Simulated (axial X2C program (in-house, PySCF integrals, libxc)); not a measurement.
# Bond lengths and stretching modes, held linear, of CWO

Computed with an in-house all-electron X2C program for linear molecules (integrals from PySCF): two-component X2C with atomic mean-field Coulomb and Gaunt terms, Gaussian nuclei, basis C dyall-v3z, W dyall-v3z, O dyall-av3z with contracted cores. Spin-free rows use the one-electron spin-free X2C Hamiltonian.

Masses C 12.000, W 183.951, O 15.995 u. States: 2c Ω = 3 (beyond evenly filled blocks: ω = 1/2, ω = 5/2); spin-free M_S = 3, Λ = 0 (beyond evenly filled blocks: 2 × σα, π+α, π-α, δ+α, δ-α).

LDA, spin-free: energies above the lowest point

```json
{"r(C–W) (Å)": "2.0738", "r(W–O) (Å)": "1.6643", "E (meV)": "67.17"}
{"r(C–W) (Å)": "2.0738", "r(W–O) (Å)": "1.7070", "E (meV)": "0.00"}
{"r(C–W) (Å)": "2.0738", "r(W–O) (Å)": "1.7497", "E (meV)": "30.27"}
{"r(C–W) (Å)": "2.1270", "r(W–O) (Å)": "1.6643", "E (meV)": "64.75"}
{"r(C–W) (Å)": "2.1270", "r(W–O) (Å)": "1.7070", "E (meV)": "8.95"}
{"r(C–W) (Å)": "2.1270", "r(W–O) (Å)": "1.7497", "E (meV)": "50.21"}
{"r(C–W) (Å)": "2.1270", "r(W–O) (Å)": "1.7924", "E (meV)": "168.24"}
{"r(C–W) (Å)": "2.1802", "r(W–O) (Å)": "1.6643", "E (meV)": "98.64"}
{"r(C–W) (Å)": "2.1802", "r(W–O) (Å)": "1.7070", "E (meV)": "52.85"}
{"r(C–W) (Å)": "2.1802", "r(W–O) (Å)": "1.7497", "E (meV)": "103.66"}
{"r(C–W) (Å)": "2.2333", "r(W–O) (Å)": "1.7070", "E (meV)": "124.21"}
{"r(C–W) (Å)": "2.2333", "r(W–O) (Å)": "1.7924", "E (meV)": "318.47"}
```

Q: Fit a quadratic surface with cubic terms in each bond: where is the minimum, and what are the two stretching wavenumbers?

A: At LDA, spin-free: bonds 2.086 and 1.712 Å; harmonic stretches 576.0 and 974.0 cm⁻¹; force constants 2.26, 8.26 and coupling 0.67 mdyn/Å.

The other levels and Hamiltonians give:

| Hamiltonian | level | r(C–W) (Å) | r(W–O) (Å) | lower stretch (cm⁻¹) | upper stretch (cm⁻¹) |
| --- | --- | --- | --- | --- | --- |
| 2c | PBE0 | 2.125 | 1.705 | 573.9 | 1009.3 |
| 2c | LDA | 2.077 | 1.712 | 570.7 | 971.2 |
| spin-free | PBE0 | 2.129 | 1.705 | 575.7 | 1011.5 |

Each state is one determinant, the lowest of a limited PBE0 search; the stretches come from a fit to these few points and carry an uncertainty of a few per cent. Other orders of the atoms were not compared. Left out for rough or failed fits: HF 2c, MP2 2c, HF spin-free, MP2 spin-free. The molecule was held linear; bending was not examined, so a bent shape may lie lower. Open-shell Ω = 0 determinants with evenly filled partner blocks cannot be reached by this program, so the Ω shown need not be the lowest component. Note: several unpaired electrons, one determinant need not be a pure state.
